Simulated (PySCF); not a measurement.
Run record: geometry optimisation, Cl3H3SSiSn.

Method: PBE0-D3(BJ)/def2-SVP geometry optimisation, gas phase, def2 core potentials past Kr (PySCF 2.14.0). Start geometry: GFN2-xTB. A driver script takes a list of jobs; this job's settings line and coordinates (Å) are shown.

Input:
```
{"job": {"xc": "PBE0", "basis": "def2-SVP", "d3": "d3bj", "grid": 1, "maxiter": 30, "shake": 0.03, "kind": "geom"}, "charge": 0, "multiplicity": 1}
Sn     0.129580     1.513980    -0.673780
Cl     2.288080     1.564200    -1.362620
Cl    -1.200060     0.573800    -2.442920
Cl    -0.493010     3.818640    -0.586050
S     -0.227630     0.382240     1.394520
Si    -0.132450    -1.698420     0.938380
H      0.150890    -2.275730     2.266660
H     -1.363470    -2.064480     0.363410
H      0.980800    -1.883670     0.076740
```

Output:
```
step   0  E = -2283.20827999  max force = 0.033598
step   1  E = -2283.21933521  max force = 0.005770
step   2  E = -2283.22010743  max force = 0.002386
step   3  E = -2283.22018667  max force = 0.001627
step   4  E = -2283.22030727  max force = 0.000506
step   5  E = -2283.22030239  max force = 0.000641
step   6  E = -2283.22029268  max force = 0.000478
step   7  E = -2283.22028717  max force = 0.000367
step   8  E = -2283.22028435  max force = 0.000348
step   9  E = -2283.22028307  max force = 0.000352
step  10  E = -2283.22028246  max force = 0.000356
step  11  E = -2283.22028218  max force = 0.000353
step  12  E = -2283.22028203  max force = 0.000354
step  13  E = -2283.22028189  max force = 0.000356
step  14  E = -2283.22028175  max force = 0.000354
step  15  E = -2283.22028161  max force = 0.000354
step  16  E = -2283.22028148  max force = 0.000355
optimisation converged
```

Energies in Eh; «max force» is the largest Cartesian gradient component in Eh/bohr.

**Question.** Give the first gradient maximum in eV/Å.

**Answer.** With 1 Eh/bohr = 51.422 eV/Å, 1.728 eV/Å.

Summary of the converged run: final energy -2283.22028 Eh after 16 steps; dipole 2.11 D.

**Question.** Give the final coordinates.

**Answer.** 0.200 Å rms from the input after alignment:
```
atom  x, y, z in Å
Sn1    0.0621    1.4920   -0.6515
Cl2    2.2478    1.5128   -1.4416
Cl3   -1.1760    0.2165   -2.1610
Cl4   -0.7295    3.6710   -0.6633
S5    -0.0979    0.5487    1.5256
Si6   -0.0597   -1.5382    0.9168
H7     0.1976   -2.2722    2.1851
H8    -1.3597   -1.9470    0.3215
H9     1.0479   -1.7531   -0.0573
```

The run took 2.5 min on Intel Xeon Platinum 8375C at 2.90 GHz, one thread, on a shared host, and the process peaked at 0.53 GiB of memory.
Labels such as C1 count atoms from 1, the log's own numbers from 0.
